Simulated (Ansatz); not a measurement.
Reaction (redistribution): `C[Si](F)(F)[GeH3]` + `C#[C][SnH2][CH3]` → `F[SiH](F)[GeH3]` + `C#[C][SnH]([CH3])[CH3]`

Gas-phase electronic energies from Ansatz, PBE0-D4/def2-TZVP geometries. CCSD(T)/CBS is the MP2 limit (def2-TZVPP, def2-QZVPP) plus CCSD(T) − MP2 in def2-TZVPP, frozen cores. DFT in def2-TZVPP. Elements past krypton have def2 core potentials. For Ge, Sn outer-core shells are correlated without core-valence functions, which leaves a few kJ/mol of doubt a bond. Scalar relativity is left out up to krypton.

| level | ΔE (kJ/mol) |
| --- | --- |
| ωB97X-V | 31.3 |
| MP2/def2-TZVPP | 22.6 |
| CCSD/def2-TZVPP | 27.0 |
| CCSD/CBS(def2) | 23.7 |

(1) What does CCSD(T)/CBS give? (An estimate is asked.)

Largest T1 diagnostic among the species: 0.013.

## Answers

(1) Computed: +22.9 kJ/mol. The listed levels differ from it by 8.4, -0.3, 4.1, 0.8 kJ/mol.

In def2-TZVPP, CCSD(T) changes the Hartree–Fock value by −3.4 kJ/mol (the triples alone add −0.8 kJ/mol) and MP2 by −7.1 kJ/mol.
